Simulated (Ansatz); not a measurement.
B9N9⁻ (started as a model of: (BN)9 cage of four- and six-membered rings), relaxed as a doublet with UKS PBE-D4/def2-SVP in Ansatz, starting from the PBE-D4/def2-SVP geometry of the neutral singlet. Force threshold 0.03 eV/Å.

The highest occupied level of the relaxed charge -1 doublet lies above zero (up to 0.76 eV). By energy differences its removal costs 0.92 eV (each at its own geometry, to the charge 0 singlet, at PBE-D4/def2-SVP); self-interaction error and the lack of diffuse functions both raise the level. The relaxation made no stability test and no search for a lower SCF solution.

Start:

Cartesian coordinates in Å:
```
B 0.731 -0.854 1.625
N 0.260 -1.885 0.672
B 1.381 -1.214 -0.076
N 2.034 -0.467 1.055
B 1.267 0.827 1.048
N 0.128 0.457 1.962
B -1.168 0.544 1.314
N -2.012 -0.660 0.994
B -1.054 -1.497 0.190
N -1.327 -0.951 -1.187
B -1.953 0.053 -0.295
N -1.459 1.391 0.103
B -0.156 -0.350 -1.800
N 1.265 -0.677 -1.420
N 1.133 1.665 -0.130
B -0.270 1.690 -0.676
N -0.022 1.127 -2.049
B 1.222 0.801 -1.330
```

Question: Estimate the energy that the relaxation releases and the steps that it takes.

Answer: 0.67 eV, in 21 steps; 59 s on 4 threads of AMD EPYC 9R45 on a shared host. The force fell under the threshold at step 5, but the optimiser went on and released 0.208 eV more. No frequencies were taken in this run, so the end may be a saddle point.

Question: Does the start keep its bonding and symmetry?

Answer: By distances, no bond broke or formed. The bond that changes most is B1–B3, from 1.86 to 2.02 Å (atoms count from 1). Point group C3h at the start, Cs at the end, both within 0.05 Å.

Question: Predict the relaxed structure.

Answer: 
```tsv
atom	x (Å)	y (Å)	z (Å)
B1	0.7957	-0.9949	1.8879
N2	0.2604	-1.8667	0.6682
B3	1.3433	-1.1699	-0.0452
N4	2.0323	-0.4573	1.0376
B5	1.2340	0.7747	1.0256
N6	0.1302	0.4501	1.9440
B7	-1.1354	0.5359	1.3054
N8	-2.0157	-0.6545	0.9829
B9	-1.0220	-1.4827	0.1938
N10	-1.3286	-0.9383	-1.2067
B11	-1.9466	0.0575	-0.3030
N12	-1.4600	1.4013	0.0816
B13	-0.1598	-0.3314	-1.8203
N14	1.2519	-0.6617	-1.4395
N15	1.1207	1.6726	-0.1540
B16	-0.2738	1.6968	-0.7034
N17	-0.0325	1.1561	-2.1026
B18	1.2060	0.8123	-1.3521
```
Bond lengths: 27 × B–N 1.42 to 1.59 Å; 4 × B–B 1.84 to 1.86 Å.
